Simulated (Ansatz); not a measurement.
Calculated with Ansatz (gas phase, PBE0-D4/def2-TZVP geometries, no zero-point term in ΔE). CBS: MP2 limit from def2 TZ/QZ plus the TZ coupled-cluster correction, frozen cores. Functionals use def2-TZVPP. B3LYP here is the variant with VWN-RPA as its local correlation; programs differ in this. Elements past krypton have def2 core potentials. For As, Te outer-core shells are correlated without core-valence functions, which leaves a few kJ/mol of doubt a bond. Scalar relativity is left out up to krypton. One conformer a species, not always the lowest.

Consider the ligand exchange at a Te–Al bond: `[SiH3][NH][AlH][TeH]` + `N[AsH2]` → `N[AsH][TeH]` + `[AlH2][NH][SiH3]`.

```csv
level,ΔE (kJ/mol),difference from CCSD(T)/CBS
PBE-D4,43.2,-12.8
r2SCAN-D4,49.6,-6.4
PBE0-D4,51.8,-4.2
B3LYP-D4,43.2,-12.8
ωB97X-V,54.6,-1.4
ωB97M-V,52.6,-3.4
B2PLYP,49.1,-6.9
PBE,42.9,-13.1
r2SCAN,49.2,-6.8
PBE0,51.3,-4.7
B3LYP,42.9,-13.1
HF/def2-TZVPP,58.6,2.6
MP2/def2-TZVPP,59.1,3.1
SCS-MP2/def2-TZVPP,56.7,0.7
CCSD/def2-TZVPP,61.2,5.2
CCSD(T)/def2-TZVPP,59.5,3.5
HF/def2-QZVPP,57.6,1.6
MP2/def2-QZVPP,56.7,0.7
SCS-MP2/def2-QZVPP,55.0,-1.0
HF/CBS(def2),57.5,1.5
MP2/CBS(def2),55.6,-0.4
CCSD/CBS(def2),57.8,1.8
CCSD(T)/CBS,56.0,0
```

Largest T1 diagnostic among the species: 0.012.

From PBE to PBE0 (25 % exact exchange), in def2-TZVPP and without D4, ΔE moves by +8.4 kJ/mol.
